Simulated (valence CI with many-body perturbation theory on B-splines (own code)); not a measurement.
The numbers below are computed, except where a source is named.
**S XI in three bases**

Method: relativistic CI+MBPT: four valence electrons over a frozen Dirac-Fock core [He], radial functions for each j: 9 s, 9 p, 8 d, 6 f, 3 g, 1 h, with the one-electron correlation potential Σ1 (screened to all orders), the two-electron term Σ2, the three-electron term Σ3, Breit, model QED; selected single and double excitations, second order for the rest, scaled by the run's own slope (own B-spline code, finite nucleus).

No measured spectrum was set against this ion. As an estimate, levels of excited configurations hold to 0.05 to 0.15 % of their energy, terms of the ground configuration to about 0.5 %. Among the levels kept, up to 320 cm⁻¹ of a level comes from second order outside the variational space, and about a tenth of that is noise between levels of different J, which matters for small intervals.

The reference run has the lowest level 2s²2p² ³P_0 and an ionisation energy of 504.780 eV. Its largest variational space holds 22947 state functions.

Changed runs:
A. basis 6 s, 6 p, 5 d, 3 f, 1 g
B. basis 5 s, 5 p, 4 d, 2 f

Excitation energies of the reference run in cm⁻¹, and shifts in cm⁻¹:

| Level | Reference | A | B |
| --- | --- | --- | --- |
| 2s²2p² ³P_1 | 5201 | -2.7 | -6.8 |
| 2s²2p² ³P_2 | 12380 | -0.9 | -3.4 |
| 2s²2p² ¹D_2 | 67333 | +158 | +471 |
| 2s²2p² ¹S_0 | 133242 | +229 | +672 |
| 2s2p³ ⁵S°_2 | 185973 | -242 | -745 |
| 2s2p³ ³D°_2 | 355135 | +87 | +260 |
| 2s2p³ ³D°_3 | 355412 | +88 | +258 |
| 2s2p³ ³D°_1 | 355427 | +85 | +258 |
| 2s2p³ ³P°_0 | 417142 | +159 | +475 |
| 2s2p³ ³P°_1 | 417185 | +159 | +473 |
| 2s2p³ ³P°_2 | 417612 | +158 | +472 |
| 2s2p³ ¹D°_2 | 530599 | +279 | +863 |
| Ionisation energy (eV) | 504.780 | -0.019 | -0.059 |
